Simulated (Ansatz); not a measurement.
Harmonic vibrations of CH$_{6}$O$_{2}$Si$_{2}$, SMILES `C1O[SiH2]O[SiH2]1` by finite differences.

```yaml
crystal:
  periodic: [false, false, false]
  atoms:
    - {symbol: C, position_ang: [0.638694, 1.100596, 0.169424]}
    - {symbol: O, position_ang: [-0.640273, 0.943704, 0.794898]}
    - {symbol: Si, position_ang: [-1.429390, -0.488056, 0.577557]}
    - {symbol: O, position_ang: [-0.399564, -1.332704, -0.395704]}
    - {symbol: Si, position_ang: [0.985205, -0.516523, -0.789544]}
    - {symbol: H, position_ang: [1.389464, 1.297467, 0.941086]}
    - {symbol: H, position_ang: [0.606718, 1.976614, -0.485607]}
    - {symbol: H, position_ang: [-1.622725, -1.188398, 1.869229]}
    - {symbol: H, position_ang: [-2.733121, -0.274552, -0.093519]}
    - {symbol: H, position_ang: [1.086001, -0.327068, -2.258800]}
    - {symbol: H, position_ang: [2.184290, -1.248282, -0.308419]}
basis:
  gaussian: {orbitals: def2-TZVP}
hamiltonian: {xc: pbe0, dispersion: d4}
phonons: {temperatures: {t_min: 298.15, t_max: 900, t_step: 200}}
```

```sh
$ ansatz run in.yaml --threads 4 --pin off --events-out ev --progress --plain
```

Output, abridged:

```
Functional definition: PBE0
mean field -20977.43410749 eV, -770.9064844349 hartree, gradient 4.9e-5 eV, S^2 0.000000; 0 other end points of the search recorded, 0 dependent functions left out
mean field -20977.43398535 eV, -770.9064799462 hartree, gradient 2.4e-6 eV, S^2 0.000000; 0 other end points of the search recorded, 0 dependent functions left out
mean field -20977.43397357 eV, -770.9064795133 hartree, gradient 2.4e-6 eV, S^2 0.000000; 0 other end points of the search recorded, 0 dependent functions left out
mean field -20977.43398225 eV, -770.9064798321 hartree, gradient 2.3e-6 eV, S^2 0.000000; 0 other end points of the search recorded, 0 dependent functions left out
mean field -20977.43395708 eV, -770.9064789073 hartree, gradient 1.3e-6 eV, S^2 0.000000; 0 other end points of the search recorded, 0 dependent functions left out
mean field -20977.43397105 eV, -770.9064794205 hartree, gradient 2.3e-6 eV, S^2 0.000000; 0 other end points of the search recorded, 0 dependent functions left out
mean field -20977.43396321 eV, -770.9064791325 hartree, gradient 2.2e-6 eV, S^2 0.000000; 0 other end points of the search recorded, 0 dependent functions left out
mean field -20977.43400583 eV, -770.9064806987 hartree, gradient 2.4e-6 eV, S^2 0.000000; 0 other end points of the search recorded, 0 dependent functions left out
mean field -20977.43400178 eV, -770.9064805500 hartree, gradient 2.3e-6 eV, S^2 0.000000; 0 other end points of the search recorded, 0 dependent functions left out
mean field -20977.43403843 eV, -770.9064818968 hartree, gradient 1.6e-6 eV, S^2 0.000000; 0 other end points of the search recorded, 0 dependent functions left out
mean field -20977.43400709 eV, -770.9064807450 hartree, gradient 2.1e-6 eV, S^2 0.000000; 0 other end points of the search recorded, 0 dependent functions left out
mean field -20977.43408019 eV, -770.9064834314 hartree, gradient 1.2e-6 eV, S^2 0.000000; 0 other end points of the search recorded, 0 dependent functions left out
mean field -20977.43406699 eV, -770.9064829465 hartree, gradient 1.4e-6 eV, S^2 0.000000; 0 other end points of the search recorded, 0 dependent functions left out
mean field -20977.43394640 eV, -770.9064785148 hartree, gradient 6.6e-7 eV, S^2 0.000000; 0 other end points of the search recorded, 0 dependent functions left out
mean field -20977.43399514 eV, -770.9064803058 hartree, gradient 2.2e-6 eV, S^2 0.000000; 0 other end points of the search recorded, 0 dependent functions left out
mean field -20977.43398627 eV, -770.9064799799 hartree, gradient 2.5e-6 eV, S^2 0.000000; 0 other end points of the search recorded, 0 dependent functions left out
mean field -20977.43399676 eV, -770.9064803655 hartree, gradient 2.4e-6 eV, S^2 0.000000; 0 other end points of the search recorded, 0 dependent functions left out
mean field -20977.43400587 eV, -770.9064807003 hartree, gradient 1.0e-6 eV, S^2 0.000000; 0 other end points of the search recorded, 0 dependent functions left out
mean field -20977.43398273 eV, -770.9064798498 hartree, gradient 1.2e-6 eV, S^2 0.000000; 0 other end points of the search recorded, 0 dependent functions left out
mean field -20977.43399731 eV, -770.9064803856 hartree, gradient 1.6e-6 eV, S^2 0.000000; 0 other end points of the search recorded, 0 dependent functions left out
mean field -20977.43401105 eV, -770.9064808904 hartree, gradient 1.4e-6 eV, S^2 0.000000; 0 other end points of the search recorded, 0 dependent functions left out
mean field -20977.43401774 eV, -770.9064811365 hartree, gradient 1.1e-6 eV, S^2 0.000000; 0 other end points of the search recorded, 0 dependent functions left out
mean field -20977.43407288 eV, -770.9064831627 hartree, gradient 2.9e-6 eV, S^2 0.000000; 0 other end points of the search recorded, 0 dependent functions left out
mean field -20977.43405166 eV, -770.9064823830 hartree, gradient 1.2e-6 eV, S^2 0.000000; 0 other end points of the search recorded, 0 dependent functions left out
mean field -20977.43406740 eV, -770.9064829615 hartree, gradient 2.7e-6 eV, S^2 0.000000; 0 other end points of the search recorded, 0 dependent functions left out
mean field -20977.43400091 eV, -770.9064805181 hartree, gradient 2.8e-6 eV, S^2 0.000000; 0 other end points of the search recorded, 0 dependent functions left out
mean field -20977.43396278 eV, -770.9064791167 hartree, gradient 1.4e-6 eV, S^2 0.000000; 0 other end points of the search recorded, 0 dependent functions left out
mean field -20977.43401756 eV, -770.9064811299 hartree, gradient 9.4e-7 eV, S^2 0.000000; 0 other end points of the search recorded, 0 dependent functions left out
mean field -20977.43401641 eV, -770.9064810876 hartree, gradient 2.6e-6 eV, S^2 0.000000; 0 other end points of the search recorded, 0 dependent functions left out
mean field -20977.43399178 eV, -770.9064801825 hartree, gradient 2.8e-6 eV, S^2 0.000000; 0 other end points of the search recorded, 0 dependent functions left out
mean field -20977.43401040 eV, -770.9064808667 hartree, gradient 2.7e-6 eV, S^2 0.000000; 0 other end points of the search recorded, 0 dependent functions left out
mean field -20977.43405498 eV, -770.9064825050 hartree, gradient 1.9e-6 eV, S^2 0.000000; 0 other end points of the search recorded, 0 dependent functions left out
mean field -20977.43404880 eV, -770.9064822779 hartree, gradient 1.7e-6 eV, S^2 0.000000; 0 other end points of the search recorded, 0 dependent functions left out
mean field -20977.43409984 eV, -770.9064841536 hartree, gradient 1.4e-6 eV, S^2 0.000000; 0 other end points of the search recorded, 0 dependent functions left out
mean field -20977.43408395 eV, -770.9064835698 hartree, gradient 1.2e-6 eV, S^2 0.000000; 0 other end points of the search recorded, 0 dependent functions left out
mean field -20977.43404987 eV, -770.9064823171 hartree, gradient 1.6e-6 eV, S^2 0.000000; 0 other end points of the search recorded, 0 dependent functions left out
mean field -20977.43404464 eV, -770.9064821250 hartree, gradient 2.2e-6 eV, S^2 0.000000; 0 other end points of the search recorded, 0 dependent functions left out
mean field -20977.43409271 eV, -770.9064838915 hartree, gradient 1.8e-6 eV, S^2 0.000000; 0 other end points of the search recorded, 0 dependent functions left out
mean field -20977.43408692 eV, -770.9064836787 hartree, gradient 1.9e-6 eV, S^2 0.000000; 0 other end points of the search recorded, 0 dependent functions left out
mean field -20977.43404949 eV, -770.9064823032 hartree, gradient 2.0e-6 eV, S^2 0.000000; 0 other end points of the search recorded, 0 dependent functions left out
mean field -20977.43402700 eV, -770.9064814766 hartree, gradient 1.8e-6 eV, S^2 0.000000; 0 other end points of the search recorded, 0 dependent functions left out
mean field -20977.43406379 eV, -770.9064828286 hartree, gradient 1.3e-6 eV, S^2 0.000000; 0 other end points of the search recorded, 0 dependent functions left out
mean field -20977.43406195 eV, -770.9064827613 hartree, gradient 1.7e-6 eV, S^2 0.000000; 0 other end points of the search recorded, 0 dependent functions left out
mean field -20977.43409026 eV, -770.9064838014 hartree, gradient 1.8e-6 eV, S^2 0.000000; 0 other end points of the search recorded, 0 dependent functions left out
mean field -20977.43410776 eV, -770.9064844445 hartree, gradient 2.2e-6 eV, S^2 0.000000; 0 other end points of the search recorded, 0 dependent functions left out
mean field -20977.43408560 eV, -770.9064836303 hartree, gradient 2.4e-6 eV, S^2 0.000000; 0 other end points of the search recorded, 0 dependent functions left out
mean field -20977.43409387 eV, -770.9064839343 hartree, gradient 2.9e-6 eV, S^2 0.000000; 0 other end points of the search recorded, 0 dependent functions left out
mean field -20977.43407075 eV, -770.9064830847 hartree, gradient 3.0e-6 eV, S^2 0.000000; 0 other end points of the search recorded, 0 dependent functions left out
mean field -20977.43405516 eV, -770.9064825116 hartree, gradient 2.3e-6 eV, S^2 0.000000; 0 other end points of the search recorded, 0 dependent functions left out
mean field -20977.43405034 eV, -770.9064823346 hartree, gradient 2.4e-6 eV, S^2 0.000000; 0 other end points of the search recorded, 0 dependent functions left out
mean field -20977.43407401 eV, -770.9064832044 hartree, gradient 1.1e-6 eV, S^2 0.000000; 0 other end points of the search recorded, 0 dependent functions left out
mean field -20977.43409845 eV, -770.9064841024 hartree, gradient 2.6e-6 eV, S^2 0.000000; 0 other end points of the search recorded, 0 dependent functions left out
mean field -20977.43410054 eV, -770.9064841792 hartree, gradient 2.5e-6 eV, S^2 0.000000; 0 other end points of the search recorded, 0 dependent functions left out
mean field -20977.43409049 eV, -770.9064838099 hartree, gradient 2.1e-6 eV, S^2 0.000000; 0 other end points of the search recorded, 0 dependent functions left out
mean field -20977.43408947 eV, -770.9064837724 hartree, gradient 2.4e-6 eV, S^2 0.000000; 0 other end points of the search recorded, 0 dependent functions left out
mean field -20977.43410710 eV, -770.9064844205 hartree, gradient 1.9e-6 eV, S^2 0.000000; 0 other end points of the search recorded, 0 dependent functions left out
mean field -20977.43409316 eV, -770.9064839082 hartree, gradient 1.9e-6 eV, S^2 0.000000; 0 other end points of the search recorded, 0 dependent functions left out
mean field -20977.43409736 eV, -770.9064840623 hartree, gradient 1.9e-6 eV, S^2 0.000000; 0 other end points of the search recorded, 0 dependent functions left out
mean field -20977.43410340 eV, -770.9064842844 hartree, gradient 1.8e-6 eV, S^2 0.000000; 0 other end points of the search recorded, 0 dependent functions left out
mean field -20977.43404003 eV, -770.9064819557 hartree, gradient 2.1e-6 eV, S^2 0.000000; 0 other end points of the search recorded, 0 dependent functions left out
mean field -20977.43406539 eV, -770.9064828875 hartree, gradient 2.7e-6 eV, S^2 0.000000; 0 other end points of the search recorded, 0 dependent functions left out
mean field -20977.43408072 eV, -770.9064834509 hartree, gradient 2.9e-6 eV, S^2 0.000000; 0 other end points of the search recorded, 0 dependent functions left out
mean field -20977.43405697 eV, -770.9064825780 hartree, gradient 1.8e-6 eV, S^2 0.000000; 0 other end points of the search recorded, 0 dependent functions left out
mean field -20977.43408210 eV, -770.9064835015 hartree, gradient 2.3e-6 eV, S^2 0.000000; 0 other end points of the search recorded, 0 dependent functions left out
mean field -20977.43409613 eV, -770.9064840173 hartree, gradient 2.6e-6 eV, S^2 0.000000; 0 other end points of the search recorded, 0 dependent functions left out
mean field -20977.43409118 eV, -770.9064838355 hartree, gradient 1.4e-6 eV, S^2 0.000000; 0 other end points of the search recorded, 0 dependent functions left out
mean field -20977.43409935 eV, -770.9064841357 hartree, gradient 1.6e-6 eV, S^2 0.000000; 0 other end points of the search recorded, 0 dependent functions left out
Total energy: -20977.66384924 eV, -770.9149272882 hartree
Atom 0 at     0.638694     1.100596     0.169424 Å, force    -0.000973     0.000008     0.001015 eV/Å
Atom 1 at    -0.640273     0.943704     0.794898 Å, force     0.002541    -0.001766    -0.001932 eV/Å
Atom 2 at    -1.429390    -0.488056     0.577557 Å, force    -0.000160     0.000496     0.000433 eV/Å
Atom 3 at    -0.399564    -1.332704    -0.395704 Å, force    -0.000221    -0.001107     0.000144 eV/Å
Atom 4 at     0.985205    -0.516523    -0.789544 Å, force    -0.001523     0.000699     0.001494 eV/Å
Atom 5 at     1.389464     1.297467     0.941086 Å, force    -0.000322     0.000356    -0.000320 eV/Å
Atom 6 at     0.606718     1.976614    -0.485607 Å, force     0.000241     0.001065     0.000163 eV/Å
Atom 7 at    -1.622725    -1.188398     1.869229 Å, force    -0.000345     0.000168    -0.000088 eV/Å
Atom 8 at    -2.733121    -0.274552    -0.093519 Å, force     0.000094     0.000037    -0.000037 eV/Å
Atom 9 at     1.086001    -0.327068    -2.258800 Å, force     0.000266     0.000073    -0.000526 eV/Å
Atom 10 at     2.184290    -1.248282    -0.308419 Å, force     0.000403    -0.000029    -0.000346 eV/Å
Dipole moment:     0.208742     0.108184    -0.062469 e Å
Vibrations: 12.04 118.75 431.13 453.50 508.55 656.82 669.98 687.69 709.28 724.00 775.80 828.08 846.52 954.93 980.94 985.97 1013.03 1090.46 1229.55 1293.34 1479.08 2230.54 2231.62 2241.26 2247.62 3046.10 3089.96 cm⁻¹, zero-point energy 1.955017 eV
```

It took 2.5 min on 4 threads of a server CPU on a shared host, with 0.57 GiB of host memory at the peak.
